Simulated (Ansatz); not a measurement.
Energy needed to pull apart SnHClF$_{2}$ (SMILES [F][SnH]([F])[Cl]), closed shell, into free ground-state atoms, from the structure below (displaced at random from a GFN2-xTB minimum); no zero-point or spin–orbit terms; open-shell atoms are treated unrestricted, in their ground-state multiplicity.

```
atom    x (Å)    y (Å)    z (Å)
  F1  -0.2236  -0.8220   1.6662
 Sn2   0.1693  -0.0986  -0.1123
  F3  -0.2128   1.8241   0.1065
 Cl4  -1.5742  -0.8174  -1.3847
  H5   1.8543  -0.1940  -0.2755
```

Program: Ansatz 0.2.0. Basis: def2-TZVPP. Cores are frozen in the correlated methods. Filled d shells of the heavier atoms are correlated. Core potentials replace the inner electrons of the atoms past krypton. The def2 sets are not built for correlating such inner shells, so the correlated values are less sure here.

```
   method  atomization energy (eV)
   PBE-D4                    15.55
r2SCAN-D4                    15.23
  PBE0-D4                    14.84
 HSE06-D4                    14.84
 BHLYP-D4                        ?
  wB97M-V                        ?
       HF                    10.02
      MP2                    15.22
     CCSD                    14.26
  CCSD(T)                    14.66
```

**Question.** What does wB97M-V give? (Judge from chemistry; the value comes from the calculation.)

**Answer.** The calculation gives: 15.11 eV, which is about 0.45 eV more than CCSD(T)/def2-TZVPP.

**Question.** What does BHLYP-D4 give? (To be estimated.)

**Answer.** Computed: 14.06 eV, which is about 0.60 eV less than CCSD(T)/def2-TZVPP.

In triple zeta the MP2 and coupled-cluster atomization energies are still short of their basis limit by a few kcal/mol a bond, whereas those of the functionals are nearly converged, so these differences are not deviations from converged CCSD(T).

T1 diagnostic: at most 0.015.

For scale, one of the runs: CCSD(T)/def2-TZVPP, 168 basis functions (an equivalent command: `ansatz run in.yaml --threads 8`). Time: 26 s of wall clock on 8 CPU threads; the host was shared. Peak host memory: 1.6 GiB.
